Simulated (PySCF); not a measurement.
Compound: H9NOSi3.
Z-matrix (Å and degrees, GFN2-xTB geometry), rows numbered from 1:
```
Si
N   1  1.7315
Si  2  1.7278  1  129.71
O   3  1.6179  2  109.96  1   -52.58
Si  4  1.6179  3  153.60  2   -37.17
H   1  1.4704  2  110.00  3  -101.60
H   1  1.4579  2  108.17  3    18.79
H   1  1.4676  2  107.04  3   139.64
H   2  1.0064  1  114.54  3   169.22
H   3  1.4603  2  106.65  1  -170.52
H   3  1.4601  2  112.94  1    61.96
H   5  1.4612  4  103.37  3   171.74
H   5  1.4625  4  109.58  3    51.62
H   5  1.4635  4  108.28  3   -69.17
```

The closed-shell SCF was solved with PySCF and density fitting under several settings on one GFN2-xTB geometry (grid level 2 and gas phase unless stated).

```csv
settings,basis functions,SCF cycles,E (Eh),HOMO (eV),LUMO (eV),dipole (D)
PBE0/pcSseg-1,151,13,-1003.4084,-7.53,0.27,1.11
CAM-B3LYP/def2-SVPD,187,13,-1003.5796,-8.93,0.80,1.05
"PW91/6-311+G(2d,p), energy threshold 1e-07 Eh, start guess huckel",213,9,-1003.9450,-6.30,-1.13,1.06
KT2/MINI,46,13,-1007.5777,-7.23,-0.83,1.50
"HSE06/6-31G, IEF-PCM benzene",75,13,-1003.2670,-6.67,0.25,1.50
```

Estimate the rows for these settings: (1) B97-D/pcseg-1; (2) B97-2/pcSseg-1, damping 0.2 at the start, DIIS from the seventh cycle.

```json
{"settings": "B97-D/pcseg-1", "basis functions": "127", "SCF cycles": "14", "E (Eh)": "-1003.7955", "HOMO (eV)": "-6.14", "LUMO (eV)": "-0.47", "dipole (D)": "1.08"}
{"settings": "B97-2/pcSseg-1, damping 0.2 at the start, DIIS from the seventh cycle", "basis functions": "151", "SCF cycles": "15", "E (Eh)": "-1003.9191", "HOMO (eV)": "-7.27", "LUMO (eV)": "0.31", "dipole (D)": "1.10"}
```

Over all rows, what range does the HOMO–LUMO gap span?

From 5.17 eV (PW91/6-311+G(2d,p), energy threshold 1e-07 Eh, start guess huckel) to 9.73 eV (CAM-B3LYP/def2-SVPD). The functional of the narrowest has no exact exchange, that of the widest range-separated exact exchange.

B97-D ran without the empirical dispersion term, which would shift the total energy alone. Cycle counts include a coarse-grid stage where the run had one. All basis functions are spherical, in the Pople sets too. KT2 was designed for NMR shieldings or shifts; total energies of different functionals aren't comparable. The species at its GFN2-xTB geometry (one conformer only). GFN2-xTB frequencies show an imaginary mode (48i cm⁻¹), so this geometry is no minimum at that level.
